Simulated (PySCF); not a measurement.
**Working out the ionisation energy of Ti**

Ti [Ar] 3d2 4s2 (3F) → Ti⁺ [Ar] 3d2 4s1 (4F). Calculation: PySCF 2.14, in x2c-TZVPPall with one added diffuse shell each of s, p, d, f type (7s6p5d3f1g, 80 functions); the spin-free X2C one-electron Hamiltonian (Gaussian nucleus). Frozen: [Ne]. Energies in hartree (1 hartree = 27.21139 eV):

```tsv
part	Ti (lower)	Ti⁺ (upper)
UHF	-852.739292	-852.534952
MP2 opposite-spin	-0.207557	-0.175310
MP2 same-spin	-0.081283	-0.076433
```

Problem. What does Hartree-Fock give?

Solution. (-852.534952) − (-852.739292) = 0.204340 hartree = 5.560 eV.

Problem. What do MP2 and SCS-MP2 (6/5 opposite-spin, 1/3 same-spin) give?

Solution. The opposite-spin parts differ by 0.877 eV and the same-spin parts by 0.132 eV. MP2: 5.560 + (0.877) + (0.132) = 6.569 eV. SCS-MP2: 5.560 + 1.2 × (0.877) + (0.132)/3 = 6.656 eV.

Measured between the centres of the two terms (NIST): 6.828 eV, so MP2 (valence and next inner shell) is off by -0.259 eV.

What remains against the reference includes basis incompleteness, the frozen core and correlation beyond second order.
